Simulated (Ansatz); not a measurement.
Abstraction of F: GeH2F2 + CH3 → GeH2F + CH3F

Species: GeH2F2 `[F][GeH2][F]`, singlet; CH3 (methyl radical) `[CH3]`, doublet; GeH2F `[F][GeH2]`, doublet; CH3F (fluoromethane) `CF`, singlet. A radical takes F: the energy is the difference in strength between the Ge–F bond broken and the C–F bond made.

Shapes, held fixed at every level: PBE0-D4/def2-TZVP. Programs: Ansatz 0.2.0. The zero-point and thermal change to 298 K, harmonic and unscaled (PBE0-D4/def2-TZVP), is +10.8 kJ/mol.

```
              level                    kind  ΔH(298 K) (kJ/mol)  less CCSD(T)/def2-TZVPP
     MP2/def2-TZVPP     perturbation theory              +100.3                     +2.8
        HF/def2-SVP            Hartree–Fock              +108.6                    +11.1
B3LYP-D4/def2-TZVPP           global hybrid               +81.6                    -15.9
 PBE0-D4/def2-TZVPP           global hybrid               +79.4                    -18.1
 wB97M-V/def2-TZVPP  range-separated hybrid               +81.6                    -15.9
  B2PLYP/def2-TZVPP           double hybrid               +91.0                     -6.5
      CCSD/def2-SVP   coupled cluster or CI               +93.0                     -4.5
 CCSD(T)/def2-TZVPP   coupled cluster or CI               +97.5                      0.0
```

The highest level, CCSD(T)/def2-TZVPP, gives ΔH(298 K) = +97.5 kJ/mol; the levels span +79.4 to +108.6. The column of differences is taken from that level and isn't an error. No measured value is set beside it here. Open shells run unrestricted. Relativity is left out for Ge. Outer-core shells of Ge are correlated, in sets that cover them unevenly.
